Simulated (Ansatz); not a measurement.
A run on H₇NO₃Si₂ (`O[SiH2]N[SiH](O)O`) with other settings.

```yaml
crystal:
  periodic: [false, false, false]
  atoms:
    - {symbol: O, position_ang: [-0.302277, -0.598087, 2.034517]}
    - {symbol: Si, position_ang: [0.498146, -1.413021, 0.829054]}
    - {symbol: N, position_ang: [0.812050, -0.293456, -0.423335]}
    - {symbol: Si, position_ang: [-0.294697, 0.819327, -1.124493]}
    - {symbol: O, position_ang: [0.572904, 2.201875, -1.293573]}
    - {symbol: O, position_ang: [-1.602646, 0.907700, -0.151127]}
    - {symbol: H, position_ang: [-0.840971, -1.130267, 2.623098]}
    - {symbol: H, position_ang: [-0.381344, -2.536819, 0.410384]}
    - {symbol: H, position_ang: [1.802594, -1.947528, 1.297231]}
    - {symbol: H, position_ang: [1.785115, -0.138945, -0.644271]}
    - {symbol: H, position_ang: [-0.830149, 0.433179, -2.448974]}
    - {symbol: H, position_ang: [0.219079, 2.869828, -1.882189]}
    - {symbol: H, position_ang: [-1.417303, 0.791513, 0.788475]}
basis:
  gaussian: {orbitals: def2-TZVPD}
hamiltonian: {xc: {name: SVWN5}}
scf: {lower_state_search: full}
output: {forces: true}
```

```sh
$ ansatz run in.yaml --threads 2 --pin off --events-out ev --progress --plain --max-ram 32768MiB --backend cuda --devices 0, --max-vram 18GiB
```

It prints (some lines left out):

```
Functional definition: SVWN5
  name "SVWN5"
  cite "Dirac, Proc. Camb. Phil. Soc. 26, 376 (1930) doi:10.1017/S0305004100016108"
  cite "Slater, Phys. Rev. 81, 385 (1951) doi:10.1103/PhysRev.81.385"
  cite "Vosko, Wilk & Nusair, Can. J. Phys. 58, 1200 (1980) doi:10.1139/p80-159"
  exchange = slater_x
  correlation = vwn5_c
1638 factors; their error is unknown
mean field evaluation 1: about -23366.7971 eV, gradient 1.2e2 eV
mean field evaluation 2: about -23252.0683 eV, gradient 2.6e2 eV
mean field evaluation 4: about -23390.6243 eV, gradient 1.6e1 eV
mean field evaluation 8: about -23391.1222 eV, gradient 3.2e-1 eV
mean field evaluation 16: about -23391.1025 eV, gradient 6.0e-4 eV
mean field -23391.10246007 eV, -859.6071603488 hartree, gradient 1.9e-5 eV, S^2 0.000000; 0 other end points of the search recorded, 0 dependent functions left out
the calculation of the forces begins
reference -23391.10252659 eV, -859.6071627934 hartree; 33, 33 occupied and 273, 273 virtual orbitals, 1638 factors
Total energy: -23391.10252659 eV, -859.6071627934 hartree
Atom 0 at    -0.302277    -0.598087     2.034517 Å, force     0.368251     0.418319    -0.518457 eV/Å
Atom 1 at     0.498146    -1.413021     0.829054 Å, force    -0.079791     0.242895    -0.092691 eV/Å
Atom 2 at     0.812050    -0.293456    -0.423335 Å, force    -0.526893    -0.006115     0.180594 eV/Å
Atom 3 at    -0.294697     0.819327    -1.124493 Å, force     0.054055    -0.012054     0.189613 eV/Å
Atom 4 at     0.572904     2.201875    -1.293573 Å, force     0.212044    -0.572292     0.439825 eV/Å
Atom 5 at    -1.602646     0.907700    -0.151127 Å, force    -0.027379     0.049879    -0.724217 eV/Å
Atom 6 at    -0.840971    -1.130267     2.623098 Å, force    -0.410495    -0.350541     0.424650 eV/Å
Atom 7 at    -0.381344    -2.536819     0.410384 Å, force    -0.126263    -0.114570    -0.045996 eV/Å
Atom 8 at     1.802594    -1.947528     1.297231 Å, force     0.165580    -0.033576     0.038706 eV/Å
Atom 9 at     1.785115    -0.138945    -0.644271 Å, force     0.507996     0.085068    -0.112719 eV/Å
Atom 10 at    -0.830149     0.433179    -2.448974 Å, force    -0.071925    -0.035727    -0.142516 eV/Å
Atom 11 at     0.219079     2.869828    -1.882189 Å, force    -0.223787     0.487602    -0.421639 eV/Å
Atom 12 at    -1.417303     0.791513     0.788475 Å, force     0.158606    -0.158889     0.784845 eV/Å
Dipole moment:     0.090856    -0.140670     0.109214 e Å
```

Run time 13 s (2 threads of an AMD EPYC 7R13 on a shared host and a share of an NVIDIA H100 80 GB); peak host memory 0.82 GiB.
